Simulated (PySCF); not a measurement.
Si(NHSiH3)(Me)(Cl)2 (CH7Cl2NSi2), SMILES C[Si](Cl)(Cl)N[SiH3]. Atoms are numbered in the order given.

```xyz
13

C      1.7922    -0.7962    -0.7501
Si     0.4224     0.0362     0.1747
Cl     0.3052     1.9981    -0.4888
Cl     0.8514     0.1040     2.1955
N     -1.0920    -0.7634     0.0355
Si    -1.9174    -1.2942    -1.4108
H      1.9177    -1.8286    -0.3911
H      2.7345    -0.2490    -0.6024
H      1.5729    -0.8190    -1.8283
H     -1.6456    -0.7459     0.8894
H     -0.9263    -1.2270    -2.5234
H     -2.4018    -2.6989    -1.2559
H     -3.0926    -0.4340    -1.7455
```
Charge 0, spin multiplicity 1.

Geometry optimised at PBE0-D3(BJ)/def2-SVP. Other conformers were not sampled.

Calculation: SMD-M06-2X/def2-SVP run with PySCF.

Solvation free energies are E(SMD) − E(gas) at the gas-phase geometry, for 1 M in both phases. In vacuum the dipole moment is 2.03 D.

| solvent | ΔG(solv) (kcal/mol) | its non-electrostatic (CDS) part | dipole (D) |
|---|---|---|---|
| water | -0.1 | 4.1 | 2.53 |
| dimethylsulfoxide | -3.8 | 0.4 | 2.52 |
| acetonitrile | -4.9 | -0.8 | 2.52 |
